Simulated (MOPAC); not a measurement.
Input file for MOPAC: PM7 on H3NPb (SMILES [NH2][PbH]), a point of a torsion scan.

```
PM7 1SCF PRECISE CHARGE=0 THREADS=1
H3NPb

N     -0.81896352 1    -0.06438627 1    -0.18259949 1
Pb     1.12591577 1    -0.99793375 1    -0.39083242 1
H     -1.56067408 1    -0.34204562 1     0.43891090 1
H     -0.82223455 1     0.94436622 1    -0.15228516 1
H      2.09613895 1     0.51996641 1     0.05377388 1
```

Program output:

```
*******************************************************************************
 **                                                                           **
 **                              MOPAC v23.2.5                                **
 **                                                                           **
 *******************************************************************************
 ** MOPAC's Digital Object Identifier: https://doi.org/10.5281/zenodo.6511958 **
 **                                                                           **
 ** Please cite the open-source release paper for use of this MOPAC version:  **
 ** J. E. Moussa and J. J. P. Stewart (2026)                                  **
 ** MOPAC: An open-source semiempirical molecular orbital program             **
 ** J. Open Source Softw., 11(119), 8025, https://doi.org/10.21105/joss.08025 **
 *******************************************************************************

                              PM7 CALCULATION RESULTS

 *******************************************************************************
 *  PM7        - The PM7 Hamiltonian to be used
 *
 *
 *
 *                 CHARGE ON SYSTEM = 0
 *
 *
 *
 *  PRECISE    - TIGHTER CRITERIA TO BE USED
 *  1SCF       - DO 1 SCF AND THEN STOP
 *  THREADS=1  - MULTI-THREADING NOT USED
 *  T=         - A TIME OF 172800.0 SECONDS REQUESTED
 *  DUMP=N     - RESTART FILE WRITTEN EVERY 7200.0 SECONDS REQUESTED
 *******************************************************************************
PM7 1SCF PRECISE CHARGE=0 THREADS=1
 H3NPb

   ATOM   CHEMICAL          X               Y               Z
  NUMBER   SYMBOL      (ANGSTROMS)     (ANGSTROMS)     (ANGSTROMS)

     1       N         -0.81896352  *  -0.06438627  *  -0.18259949  *
     2      Pb          1.12591577  *  -0.99793375  *  -0.39083242  *
     3       H         -1.56067408  *  -0.34204562  *   0.43891090  *
     4       H         -0.82223455  *   0.94436622  *  -0.15228516  *
     5       H          2.09613895  *   0.51996641  *   0.05377388  *



          CARTESIAN COORDINATES

    NO.       ATOM           X           Y           Z

     1         N         -0.8190     -0.0644     -0.1826
     2        Pb          1.1259     -0.9979     -0.3908
     3         H         -1.5607     -0.3420      0.4389
     4         H         -0.8222      0.9444     -0.1523
     5         H          2.0961      0.5200      0.0538

 General Reference for PM7:
 "Optimization of Parameters for Semiempirical Methods VI: More Modifications to the
 NDDO Approximations and Re-optimization of Parameters", J. J. P. Stewart, J. Mol. Mod., 1:32, 19 (2013)
 https://link.springer.com/article/10.1007/s00894-012-1667-x

           Empirical Formula: H3 N Pb  =     5 atoms



      MOLECULAR POINT GROUP   :   C1


      RHF CALCULATION, NO. OF DOUBLY OCCUPIED LEVELS = 6


 -------------------------------------------------------------------------------
 PM7 1SCF PRECISE CHARGE=0 THREADS=1
 H3NPb



     1SCF WAS SPECIFIED, SO BFGS WAS NOT USED
     SCF FIELD WAS ACHIEVED


                              PM7 CALCULATION
                                                       MOPAC v23.2.5 Linux




          FINAL HEAT OF FORMATION =         87.60886 KCAL/MOL =     366.55545 KJ/MOL


          COSMO AREA              =         91.66 SQUARE ANGSTROMS
          COSMO VOLUME            =         75.99 CUBIC ANGSTROMS

          IONIZATION POTENTIAL    =          8.521047 EV
          HOMO LUMO ENERGIES (EV) =         -8.521 -0.275
          NO. OF FILLED LEVELS    =          6
          MOLECULAR WEIGHT        =        224.2304         POINT GROUP:  C1

          MOLECULAR DIMENSIONS (Angstroms)

            Atom       Atom       Distance
            H     5    H     3     3.77673
            H     4   Pb     2     2.33918
            N     1    H     3     0.54159


          SCF CALCULATIONS        =          1





   ATOM   CHEMICAL          X               Y               Z
  NUMBER   SYMBOL      (ANGSTROMS)     (ANGSTROMS)     (ANGSTROMS)

     1       N         -0.81896352  *  -0.06438627  *  -0.18259949  *
     2      Pb          1.12591577  *  -0.99793375  *  -0.39083242  *
     3       H         -1.56067408  *  -0.34204562  *   0.43891090  *
     4       H         -0.82223455  *   0.94436622  *  -0.15228516  *
     5       H          2.09613895  *   0.51996641  *   0.05377388  *

                             CARTESIAN COORDINATES

   1    N       -0.818963520    -0.064386270    -0.182599490
   2   Pb        1.125915770    -0.997933750    -0.390832420
   3    H       -1.560674080    -0.342045620     0.438910900
   4    H       -0.822234550     0.944366220    -0.152285160
   5    H        2.096138950     0.519966410     0.053773880


           Empirical Formula: H3 N Pb  =     5 atoms



      MOLECULAR POINT GROUP   :   C1


                  EIGENVALUES
 -32.46048 -17.99123 -14.76312 -11.94632  -8.77753  -8.52105  -0.27537   1.32161
   2.31077   6.83867   7.84908


              NET ATOMIC CHARGES AND DIPOLE CONTRIBUTIONS

  ATOM NO.   TYPE          CHARGE      No. of ELECS.   s-Pop       p-Pop
    1          N          -0.917641        5.9176     1.68905     4.22859
    2         Pb           0.443107        3.5569     1.82978     1.72711
    3          H           0.263239        0.7368     0.73676
    4          H           0.235976        0.7640     0.76402
    5          H          -0.024681        1.0247     1.02468
 DIPOLE           X         Y         Z       TOTAL
 POINT-CHG.     2.852    -1.264     0.349     3.139
 HYBRID        -0.277     1.498     0.957     1.799
 SUM            2.575     0.234     1.306     2.897


          ATOMIC ORBITAL ELECTRON POPULATIONS

     Atom    s        px        py        pz
    1  N   1.68905   1.32815   1.23393   1.66651
    2 Pb   1.82978   0.54263   1.01994   0.16454
    3  H   0.73676
    4  H   0.76402
    5  H   1.02468

 **********************
 *                    *
 * JOB ENDED NORMALLY *
 *                    *
 **********************




 == MOPAC DONE ==
```

The run finished.

Cost: very roughly 0.03 core-seconds.
